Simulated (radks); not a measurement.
Excited configurations of Os I: one electron is placed in a higher orbital outside [Xe] 4f14 5d6 6s1. The ground configuration is [Xe] 4f14 5d6 6s2. All-electron calculation, scalar-relativistic Kohn-Sham, BLYP, spin-polarised, spherical densities, point nucleus; open shells are filled with parallel spins first (spin-orbit coupling, left out, can overturn this in heavy ions). Program: a radial shooting solver on a logarithmic mesh with Libxc functionals. Excitation = E - E(ground); binding = E(ion) - E, where the ion is the core of charge +1; n* = 1/sqrt(2 binding) in atomic units, and the quantum defect is n - n*.

outer orbital  excitation (eV)  binding (eV)     n*  quantum defect  eigenvalue (eV)  <r> (bohr)
6p                       3.881         4.784  1.686           4.314           -2.297       4.214
6d                       7.116         1.549  2.964           3.036           -0.636       10.16
7p                       6.830         1.835  2.723           4.277           -1.019       10.77

The Delta-SCF ionisation energy is 8.665 eV (NIST Atomic Spectra Database: 8.438 eV, measured). Self-interaction in the functional shifts the binding energies and quantum defects, so they are the method's values and not measured ones. Open shells are spherical and high-spin; term and fine-structure splittings are not resolved. Spin-orbit splitting is averaged out at the scalar-relativistic level.
